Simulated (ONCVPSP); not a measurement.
# Ranking ONCV potentials for Mo (Z = 42)

All share these settings but for the change named:

* Element: molybdenum (Mo)
* Generator: ONCVPSP 4.0.1
* Type: optimised norm-conserving Vanderbilt (ONCV)
* Functional: PBE
* Relativity: scalar-relativistic
* Frozen core: [Ar] 3d10
* Valence charge: 14
* Reference configuration: 4s2 4p6 4d5 5s1
* Partial waves: 4s+5s: rc 1.65 bohr, ncon 5, nbas 7, qcut 6.6 1/bohr, 3 projectors, debl 1.8 Ha; 4p: rc 1.90 bohr, ncon 4, nbas 9, qcut 5.8 1/bohr, 3 projectors, debl 2.4 Ha; 4d: rc 1.50 bohr, ncon 5, nbas 8, qcut 7.6 1/bohr, 2 projectors, debl 2 Ha
* Local potential: polynomial inside 1.05 bohr (lpopt 5, dvloc0 0 Ha)
* Core correction: Teter function, fcfact 1.5, rcfact 1.4

Test errors are all-electron minus pseudo excitation energies from the reference, over 4s2 4p6 4d5 5s0; 4s2 4p6 4d4 5s0; 4s2 4p6 4d3 5s0; 4s2 4p6 4d4 5s2. None of these files shows a bound ghost.

The base gives 1.8 meV.

Of 11 variants that were run, those that failed, showed a ghost or another fault, or gave nearly equal values are left out.

A variant can come out equal or close to the base, since the largest error may sit in a test that the change hardly touches while other tests move.

(1) Rank these variants by their largest absolute test error, smallest first.
A. core correction Teter function, fcfact 6.8, rcfact 1.4
B. core correction Teter function fitted to the true core (icmod 2), fcfact 0.7
C. core correction Teter function, fcfact 1.5, rcfact 1.94
D. d: ncon 4, nbas 7
E. d: nproj 0; local potential the d channel

Results:

(1) D (1.9 meV), B (2.2 meV), A (2.6 meV), E (4.0 meV), C (15.7 meV).
